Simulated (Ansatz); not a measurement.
CH2BFS can be A, `FC1BS1`, or B, `FB1CS1`.

Gas-phase electronic energies from Ansatz, PBE0-D4/def2-TZVP geometries. CCSD(T)/CBS adds triple-zeta CCSD(T) − MP2 to the extrapolated MP2 energy (def2 sets, frozen cores). Functionals use def2-TZVPP. B3LYP here is the variant with VWN-RPA as its local correlation; programs differ in this.

A:

```xyz
6

F     0.792    1.225    0.927
C    -0.164    0.549    0.231
B     0.073   -0.914   -0.158
S     0.259    0.152   -1.519
H    -1.128    1.034    0.353
H     0.168   -2.045    0.166
```

B:

```xyz
6

F     0.368    0.167    2.079
B     0.102   -0.179    0.847
C    -0.039    0.293   -0.593
S    -0.323   -1.534   -0.164
H     0.828    0.456   -1.227
H    -0.936    0.797   -0.942
```

Question: Which isomer does CCSD(T)/CBS put lower? Give the gap. (Estimate.)

Answer: The calculation gave: B, by 46.9 kcal/mol.

Question: Give E(B) − E(A) in kcal/mol with B3LYP, CCSD/def2-TZVPP, PBE-D4, CCSD(T)/def2-SVP, LDA (SPW92), CCSD(T)/def2-TZVPP, PBE0-D4. (Best estimate.)

Answer: Ansatz gave: B3LYP -46.3, CCSD/def2-TZVPP -47.8, PBE-D4 -44.3, CCSD(T)/def2-SVP -47.5, LDA (SPW92) -44.7, CCSD(T)/def2-TZVPP -47.1, PBE0-D4 -46.0. None reverses the order clearly.

Question: Does the order hold for the free energy at 298.15 K (harmonic terms from PBE0-D4)? (Best estimate.)

Answer: Ansatz gave: Yes: G(B) − G(A) = -45.7 kcal/mol.

Largest T1 diagnostic: 0.016.

From BLYP to BHLYP (50 % exact exchange), in def2-TZVPP and without D4, E(B) − E(A) moves by −3.0 kcal/mol. Leaving LDA and LC-ωPBE aside and taking each functional with its dispersion term where it has one, the values, not all of them listed here, spread over 3.8 kcal/mol, from BHLYP-D4 to revPBE-D4.
